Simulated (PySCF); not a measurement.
# Polarisability and C₆ of V (vanadium, neutral)

[Ar] 3d3 4s2, high-spin 4F determinant. All numbers are calculated (PySCF 2.14, the spin-free X2C one-electron Hamiltonian (Gaussian nucleus), in x2c-TZVPPall with one added diffuse shell each of s, p, d, f type (7s6p5d3f1g, 80 functions)). Coupled (time-dependent) response in atomic units; α is the mean over directions.

```tsv
method	mean α (bohr³)	C₆ (like pair)	S(−4)
TPSSh	99.49	1110	5806
LC-wPBE	103.1	1155	6673
```

S(−4) is the Cauchy moment in α(ω) = α(0) + S(−4) ω² + …

Reference α: 87 ± 10 bohr³ (recommended; Schwerdtfeger and Nagle, table of static dipole polarizabilities (2023 update)). Published C₆: 832.0 (Chu and Dalgarno (2004); Tang, Norbeck and Certain (1976)).

α(iu) at TPSSh:

```json
{"u (hartree)": "0", "α(iu) (bohr³)": "99.49"}
{"u (hartree)": "0.0500", "α(iu) (bohr³)": "87.52"}
{"u (hartree)": "0.100", "α(iu) (bohr³)": "66.32"}
{"u (hartree)": "0.200", "α(iu) (bohr³)": "35.99"}
{"u (hartree)": "0.300", "α(iu) (bohr³)": "21.68"}
{"u (hartree)": "0.500", "α(iu) (bohr³)": "10.66"}
{"u (hartree)": "0.750", "α(iu) (bohr³)": "6.067"}
{"u (hartree)": "1.00", "α(iu) (bohr³)": "4.117"}
{"u (hartree)": "1.50", "α(iu) (bohr³)": "2.397"}
{"u (hartree)": "2.00", "α(iu) (bohr³)": "1.610"}
{"u (hartree)": "3.00", "α(iu) (bohr³)": "0.8818"}
{"u (hartree)": "5.00", "α(iu) (bohr³)": "0.3836"}
```

A single London oscillator, α(iu) = α/(1 + u²/ω²), gives C₆ = (3/4) ω α². Matching the computed C₆ needs ω = 4 × 1110 / (3 × 99.49²) = 0.150 hartree.
